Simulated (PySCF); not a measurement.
Compound: C₂H₆O₂Se.
Atom-mapped SMILES: `[CH3:1][Se:2]([CH3:3])(=[O:4])=[O:5]` (hydrogens: H6, H7, H8 on C1; H9, H10, H11 on C3)

Structure used (PBE0-D3(BJ)/def2-SVP), in Å, numbered top down from 1:
```xyz
11
C2H6O2Se angstrom
C      1.4357    0.5794   -0.0641
Se     0.0554   -0.7011   -0.4457
C     -1.4814    0.0352    0.4410
O      0.4395   -2.0702    0.3041
O     -0.2246   -0.6568   -2.0282
H      1.1244    1.5613   -0.4421
H      2.3242    0.2263   -0.6035
H      1.6199    0.5879    1.0174
H     -2.3022   -0.6671    0.2456
H     -1.7053    1.0174    0.0064
H     -1.2747    0.0931    1.5171
```

Theory: core-valence-separated Tamm–Dancoff BHandHLYP/aug-pcX-1 (pcseg-1 on H, def2-SVPD on Se) in PySCF, non-relativistic, gas phase, PBE0-D3(BJ)/def2-SVP geometry. BHandHLYP without relativity tends to put these K edges a few eV too low, so spacings mean more than positions.

The lowest roots of each edge with f over 0.003 (five at most, numbered afresh; weaker and dark ones are left out), with transition dipoles (au) in the frame of the coordinates:

```csv
root,edge,E (eV),f,μx,μy,μz
1,C,285.29,0.0690,-0.0939,-0.0315,0.0081
2,C,285.30,0.0430,0.0250,-0.0598,-0.0441
3,C,286.49,0.0095,0.0021,-0.0313,-0.0194
4,C,287.24,0.0735,0.0253,-0.0537,0.0832
5,C,287.32,0.0301,-0.0596,-0.0268,0.0003
6,O,529.98,0.0644,-0.0150,0.0185,-0.0663
7,O,529.99,0.0355,-0.0123,0.0468,-0.0198
8,O,532.68,0.0237,0.0073,-0.0410,-0.0091
9,O,532.69,0.0251,0.0039,0.0283,0.0333
10,O,532.72,0.0266,0.0435,0.0063,-0.0101
```

Q: Molecules are fixed in this frame and the field points along (1, 0, −1)/√2. What effective strengths 3 f cos²θ do the roots have (θ between field and μ)?

A: root 1 (C1/C3): 0.109, root 2 (C1/C3): 0.050, root 3 (C1/C3): 0.005, root 4 (C1/C3): 0.035, root 5 (C1/C3): 0.038, root 6 (O4/O5): 0.051, root 7 (O4/O5): 0.001, root 8 (O4/O5): 0.005, root 9 (O4/O5): 0.017, root 10 (O4/O5): 0.056. Root 1 is the strongest. Averaged over all orientations cos²θ is 1/3, which gives f back. For degenerate partners only the sum has meaning, as the program may mix them freely.

 Relativistic effects, spin–orbit coupling among them, are left out although an element past zinc is present.
